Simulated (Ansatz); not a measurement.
The cluster Ge₂H₃. The state is a quartet with charge 0. Geometry r2SCAN-D4/def2-TZVP; atoms count from 1.

Cartesian coordinates in Å:
```
Ge -0.8912 0.4724 0.2393
Ge 0.7812 -0.1054 -1.4067
H -1.5955 -0.7614 0.8531
H 2.0442 -0.9519 -1.0768
H -0.3387 1.3463 1.3911
```

At PBE0-D4/def2-TZVP a doublet of charge 0 lies 1.26 eV below the quartet, each at its own geometry. The structure comes from a short search, and lower isomers may exist.

Estimate the Mulliken populations from the PBE0/def2-TZVP orbitals of Ansatz.


```
atom  charge (e)  spin (α − β)
 Ge1       -0.03          0.99
 Ge2       -0.08          1.78
  H3        0.03          0.06
  H4        0.04          0.11
  H5        0.03          0.06
```
Mulliken values depend strongly on the basis.

Where does the spin sit?

Summed by element: Ge 2.77, H 0.23, of 3 unpaired in all. Largest on single atoms: Ge2 1.78, Ge1 0.99, H4 0.11.

And the Mayer bond orders between heavy atoms (over 0.3)?

Ge1–Ge2 1.01 (2.42 Å).
